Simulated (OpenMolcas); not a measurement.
## 3s2 3p2 along the 14-electron sequence

```yaml
Program: OpenMolcas 26.06
Method: SS-CASPT2, IPEA 0.25 Eh, imaginary shift 0.1 Eh
Basis: ANO-RCC-VTZP
Scalar_Hamiltonian: DKH2, point nucleus
Spin-orbit_coupling: RASSI with atomic mean-field integrals over the reference wave functions, term energies averaged over their components
```

Active space for each ion: 4 electrons in 8 orbitals (3s 3p 4s 4p); closed shells correlated by CASPT2: 2s 2p.

Computed levels in cm-1 above 3P0:

```csv
Level,S2+,Cl3+,Ar4+
3P1,262,446,693
3P2,737,1230,1866
1D2,11610,14070,16550
1S0,26500,31930,37300
weight of 3P in the lowest level (%),100,100,100
```

Measured, with the error of the calculation in %. Measured levels: S2+ from NIST levels in Podobedova, Kelleher and Wiese, J. Phys. Chem. Ref. Data 38, 171 (2009); Cl3+ from Moore, Atomic Energy Levels, vol. I, NSRDS-NBS 35 (1971 reprint of NBS Circular 467, 1949); Ar4+ from Saloman, J. Phys. Chem. Ref. Data 39, 033101 (2010).

```
Level           S2+          Cl3+          Ar4+
  3P1   299 (-12.4)    491 (-9.2)    763 (-9.1)
  3P2   833 (-11.6)   1341 (-8.3)   2029 (-8.0)
  1D2  11323 (+2.6)  13766 (+2.2)  16299 (+1.5)
  1S0  27161 (-2.4)  32550 (-1.9)  37912 (-1.6)
```

The fine-structure level 3P2 changes by a factor of 2.53 from S2+ to Ar4+. Its fourth root runs 5.21, 5.92, 6.57, with steps per unit of Z of 0.71, 0.65; equal steps would mean a (Z - σ)^4 law with constant σ.

1D2 changes by a factor of 1.43 over the same range, with steps per unit of Z of +2460, +2480 cm-1.

CASPT2 breaks the degeneracy within a term, and the mean is taken; among the terms shown or strongly mixed into the levels shown the widest spread is 60 cm-1 (3s2 3p2 1D, Ar4+). Over all roots computed the reference weight is 0.84 to 0.99 in S2+, 0.84 to 0.99 in Cl3+, 0.85 to 0.99 in Ar4+; the roots of lowest weight are the least certain, and an intruder state may touch them. The run also gave levels led by 3s2 3p 4p, which use shells meant for correlation; these and all levels above them are left out (holds for S2+). Active for correlation alone: 4p 4s; no level in the range computed is led by a configuration that fills them, so any true level of that kind is missing (holds for Cl3+; Ar4+). Computed and measured levels are paired by configuration, term and J; levels that our copy of the source lacks, or whose pairing is in doubt (as where it misses far off the trend of its configuration), stay unpaired and out of the deviations. Only configurations of the active space appear.
